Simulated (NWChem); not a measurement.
Molecule: C$_{4}$H$_{4}$F$_{2}$; SMILES C=C/C(F)=C/F

```xyz
10

C     -0.0470     2.4595     0.0000
C     -0.6895     1.2707     0.0000
C     -0.0155    -0.0138     0.0000
F      1.3309     0.0059     0.0000
C     -0.6638    -1.2056     0.0000
F     -0.0129    -2.3723     0.0000
H      1.0521     2.5080     0.0000
H     -0.6049     3.4065     0.0000
H     -1.7913     1.2281     0.0000
H     -1.7616    -1.2852     0.0000
```
Atoms are numbered in this order, from 1.

Program: NWChem. The geometry was optimised at PBE-D3(BJ)/def2-SVP. Level: M05-2X/def2-SVP with SMD (1 M gas to 1 M solution), gas-phase geometry.

For solvent water:

| Quantity | Value |
|---|---|
| solvation free energy (kcal/mol) | 0.0 |
| cavity-dispersion-structure term (kcal/mol) | 5.1 |
| dipole in solution (D) | 3.24 |

### Question
How do the values read with solvent cyclohexane instead?

### Answer
The solvation free energy (kcal/mol) comes out as -2.3 and the cavity-dispersion-structure term (kcal/mol) is 0.1. The dipole in solution (D) is 2.88.
